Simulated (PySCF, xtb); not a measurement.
Zn(I)(OH) (HIOZn), SMILES [OH][Zn][I].

xtb with GFN2-xTB at its own geometry gives an orbital gap of 4.20 eV and a dipole moment of 6.12 D.

Geometry: B3LYP-D3(BJ)/def2-TZVP. The def2 effective core potentials stand for the cores of I; spin–orbit coupling is left out. Other conformers were not sampled.

**Question.** What does r2SCAN/def2-TZVPD in PySCF give? (The exact figures need the calculation; the answer reports its results.)

**Answer.** gap 4.76 eV (levels -6.96 and -2.20 eV), dipole 1.27 D.
